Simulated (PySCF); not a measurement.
**Bond curve of GaI**

Set-up: basis Ga def2-SVP, I def2-SVP with ECP28; scalar-relativistic core potentials; PySCF 2.14. Energies in eV from Ga + I in their ground configurations at the same level. State: ¹Σ⁺ (singlet), closed shell.

All columns are PBE0. A positive dipole means Ga(−)I(+).

| R (Å) | E (eV) | μ (D) | Mulliken charge on Ga (basis-dependent) | HOMO (eV) | LUMO (eV) | Mayer bond order | ⟨S²⟩ |
| --- | --- | --- | --- | --- | --- | --- | --- |
| 2.231 | -2.974 | 0.06 | 0.08 | -6.50 | -1.46 | 1.35 | 0.00 |
| 2.335 | -3.439 | -0.66 | 0.15 | -6.70 | -1.59 | 1.28 | 0.00 |
| 2.438 | -3.690 | -1.39 | 0.22 | -6.86 | -1.73 | 1.22 | 0.00 |
| 2.516 | -3.777 | -1.93 | 0.26 | -6.96 | -1.83 | 1.17 | 0.00 |
| 2.594 | -3.801 | -2.47 | 0.30 | -7.03 | -1.93 | 1.13 | 0.00 |
| 2.672 | -3.776 | -3.00 | 0.33 | -7.07 | -2.03 | 1.09 | 0.00 |
| 2.776 | -3.690 | -3.69 | 0.36 | -7.08 | -2.17 | 1.05 | 0.00 |
| 2.905 | -3.524 | -4.52 | 0.40 | -6.84 | -2.33 | 1.01 | 0.00 |
| 3.061 | -3.277 | -5.48 | 0.43 | -6.58 | -2.52 | 0.96 | 0.00 |
| 3.268 | -2.916 | -6.68 | 0.47 | -6.27 | -2.76 | 0.91 | 0.00 |

A fit through these points gives, at Re = 2.590 Å, μ = -2.44 D and dμ/dR = -6.86 D/Å; the reduced mass is 44.67 u.

Task: How strong is the fundamental in the double-harmonic approximation, I = 42.26·(dμ/dR)²/μred km/mol?

Result: I = 42.26·(-6.86)²/44.67 = 44.5 km/mol at PBE0.

Spin–orbit coupling is left out, which matters for elements this heavy, above all for dissociation energies.
